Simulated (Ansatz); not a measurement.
The cluster Na₄Li₃⁻, relaxed as a singlet with RKS PBE/def2-SVPD in Ansatz, starting from the GFN2-xTB geometry. Force threshold 0.02 eV/Å.

The restricted singlet is unstable towards broken spin symmetry in Hartree–Fock (as tested in another run); at PBE/def2-SVPD this wasn't settled. The highest occupied level of the charge -1 singlet lies above zero (up to 0.12 eV). The electron is either unbound and held by the finite basis, or the level is raised by self-interaction error. The structure comes from a short search, and lower isomers may exist.

Start:

Cartesian coordinates in Å:
```
Li -0.125 0.390 -2.194
Li 1.660 -1.177 -0.814
Li 1.484 1.519 -0.297
Na -1.573 2.285 0.012
Na -1.677 -0.350 1.905
Na -1.349 -2.220 -0.880
Na 1.580 -0.448 2.267
```

```
        step  energy (eV)  largest force component (eV/Å)  SCF passes
           1  -18258.8168                           0.318          30
           2  -18258.8980                           0.075          33
           3  -18258.9289                           0.046          31
           4  -18258.9482                           0.035          33
5 (rejected)  -18258.9476                           0.038          31
           6  -18258.9536                           0.011          33
           7  -18258.9542                           0.007          29
```

Force components are those of the run's own axes.

End:

| atom | x (Å) | y (Å) | z (Å) |
| --- | --- | --- | --- |
| Li1 | -0.352 | 0.388 | -2.081 |
| Li2 | 1.531 | -1.313 | -0.641 |
| Li3 | 1.392 | 1.563 | -0.042 |
| Na4 | -1.729 | 2.680 | -0.111 |
| Na5 | -1.273 | -0.311 | 1.428 |
| Na6 | -1.507 | -2.561 | -1.090 |
| Na7 | 1.937 | -0.447 | 2.537 |

By distances, no bond broke or formed. The bond that changes most is Li1–Li3, from 2.73 to 2.93 Å (atoms count from 1).

The force fell under the threshold at step 6, but the optimiser went on. No frequencies were taken in this run, so the end may be a saddle point.

It took 15 s on 4 threads of Arm Neoverse V2 on a shared host.
